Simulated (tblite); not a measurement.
C₇H₁₁BO.
Numbering: `[BH2:1][C@H:2]([CH3:3])[CH2:4][O:5]/[CH:6]=[CH:7]\[C:8]#[CH:9]` (hydrogens: H10, H11 on B1; H12 on C2; H13, H14, H15 on C3; H16, H17 on C4; H18 on C6; H19 on C7; H20 on C9)

Computed with GFN2-xTB (tblite), gas phase: L-BFGS steps from a force-field or distance-geometry start until the largest atomic force falls under 0.01 eV/Å.

The end geometry, which sets the zero of energy:
```
atom  x, y, z in Å
B1     -2.2377   -0.3068   -1.3813
C2     -1.5395   -0.5548    0.0124
C3     -2.1646    0.1874    1.1988
C4     -0.0266   -0.3005   -0.0195
O5      0.1781    1.0487   -0.4056
C6      1.4312    1.5330   -0.4377
C7      2.6121    0.9598   -0.1748
C8      2.8822   -0.3664    0.2163
C9      3.2216   -1.4708    0.5492
H10    -3.3375    0.0817   -1.4281
H11    -1.6686   -0.5680   -2.3668
H12    -1.6561   -1.6335    0.1971
H13    -1.7024   -0.1178    2.1367
H14    -2.0229    1.2583    1.0796
H15    -3.2304   -0.0157    1.2565
H16     0.4197   -0.4677    0.9694
H17     0.4641   -0.9671   -0.7390
H18     1.4033    2.5750   -0.7333
H19     3.4929    1.5816   -0.2703
H20     3.4760   -2.4456    0.8401
```

Question: These geometries come from the run, each turned onto the end geometry. Order them by energy, lowest first.
A.
```
atom  x, y, z in Å
B1     -2.2301   -0.2865   -1.3912
C2     -1.5219   -0.5446   -0.0015
C3     -2.1676    0.1543    1.2041
C4     -0.0144   -0.2525   -0.0517
O5      0.1952    1.1149   -0.3687
C6      1.4649    1.5586   -0.4177
C7      2.6247    0.9333   -0.1791
C8      2.8443   -0.3975    0.2273
C9      3.1219   -1.5083    0.5969
H10    -3.2950    0.1907   -1.4342
H11    -1.6978   -0.5865   -2.3882
H12    -1.5701   -1.6275    0.1805
H13    -1.4490    0.2618    2.0162
H14    -2.5270    1.1394    0.9193
H15    -3.0096   -0.4314    1.5664
H16     0.4528   -0.4747    0.9192
H17     0.4715   -0.8744   -0.8152
H18     1.4841    2.6058   -0.6993
H19     3.5214    1.5255   -0.3022
H20     3.2966   -2.4895    0.9188
```
B.
```
atom  x, y, z in Å
B1     -2.2456   -0.2617   -1.4012
C2     -1.5133   -0.5329   -0.0235
C3     -2.1717    0.1501    1.1896
C4      0.0074   -0.2795   -0.0333
O5      0.2425    1.0875   -0.3241
C6      1.5076    1.5428   -0.4005
C7      2.7022    0.9696   -0.1857
C8      2.9307   -0.3572    0.2276
C9      3.1030   -1.4904    0.5973
H10    -3.3249    0.1948   -1.4143
H11    -1.7935   -0.6271   -2.4182
H12    -1.5933   -1.6229    0.1161
H13    -1.4578    0.3194    1.9906
H14    -2.5934    1.1195    0.9353
H15    -2.9792   -0.4629    1.5842
H16     0.4376   -0.5107    0.9582
H17     0.5189   -0.9112   -0.7783
H18     1.4515    2.5810   -0.6981
H19     3.5822    1.5880   -0.3324
H20     3.1841   -2.4853    0.9103
```
C.
```
atom  x, y, z in Å
B1     -2.2402   -0.3086   -1.3888
C2     -1.5504   -0.5407    0.0112
C3     -2.1674    0.1893    1.2099
C4     -0.0362   -0.2943   -0.0268
O5      0.1825    1.0532   -0.4121
C6      1.4392    1.5304   -0.4412
C7      2.6189    0.9627   -0.1592
C8      2.8897   -0.3637    0.2314
C9      3.2294   -1.4720    0.5508
H10    -3.3417    0.0704   -1.4578
H11    -1.6537   -0.5825   -2.3617
H12    -1.6704   -1.6196    0.1966
H13    -1.6778   -0.1150    2.1344
H14    -2.0543    1.2640    1.1031
H15    -3.2275   -0.0337    1.2880
H16     0.4117   -0.4701    0.9591
H17     0.4417   -0.9599   -0.7548
H18     1.4178    2.5678   -0.7539
H19     3.5008    1.5838   -0.2579
H20     3.4829   -2.4508    0.8298
```
D.
```
atom  x, y, z in Å
B1     -2.2303   -0.2835   -1.3905
C2     -1.5264   -0.5269    0.0049
C3     -2.1626    0.1784    1.2138
C4     -0.0166   -0.2696   -0.0382
O5      0.1842    1.0878   -0.3871
C6      1.4462    1.5443   -0.4400
C7      2.6125    0.9469   -0.1652
C8      2.8505   -0.3871    0.2352
C9      3.1734   -1.4944    0.5758
H10    -3.3247    0.1190   -1.4633
H11    -1.6626   -0.5978   -2.3617
H12    -1.6343   -1.6116    0.1620
H13    -1.5434    0.0651    2.1084
H14    -2.2993    1.2401    1.0083
H15    -3.1383   -0.2548    1.4303
H16     0.4544   -0.4831    0.9261
H17     0.4560   -0.9172   -0.7832
H18     1.4380    2.5850   -0.7386
H19     3.5094    1.5466   -0.2675
H20     3.4090   -2.4764    0.8701
```
E.
```
atom  x, y, z in Å
B1     -2.1899   -0.0941   -1.3988
C2     -1.5114   -0.5192   -0.0454
C3     -2.1701    0.1345    1.1764
C4      0.0175   -0.3414   -0.0194
O5      0.3525    1.0332   -0.2436
C6      1.5665    1.5878   -0.3973
C7      2.7755    1.0430   -0.1981
C8      2.9045   -0.2771    0.2230
C9      3.0165   -1.4568    0.5825
H10    -3.3454    0.1373   -1.3175
H11    -1.8737   -0.7269   -2.3367
H12    -1.6933   -1.6127    0.0527
H13    -1.4121    0.3343    1.9409
H14    -2.6254    1.0741    0.8573
H15    -2.9582   -0.5324    1.5472
H16     0.3066   -0.5879    1.0074
H17     0.4820   -1.0277   -0.7388
H18     1.5689    2.6328   -0.7186
H19     3.6590    1.6502   -0.3582
H20     3.1250   -2.4401    0.8848
```

Answer: C (0.004 eV), D (0.029 eV), A (0.067 eV), B (0.121 eV), E (0.730 eV).

In the order of the answer:

```tsv
step	E above end (eV)	largest force (eV/Å)	rms force component (eV/Å)	rms distance from end (Å)	rms bond change (Å)	bond most changed (Å)
45	0.004	0.07	0.017	0.021	0.001	B1–H11 +0.001
34	0.029	0.18	0.062	0.116	0.003	C2–C3 +0.005
20	0.067	0.13	0.042	0.219	0.002	C2–C3 +0.003
13	0.121	0.31	0.099	0.248	0.004	C4–H16 +0.007
1	0.730	4.18	0.855	0.297	0.012	C8≡C9 +0.036
```

What follows is the cost of the whole relaxation. Time: 0.8 s. Hardware: Arm Neoverse N1, one thread, no GPU, shared host.
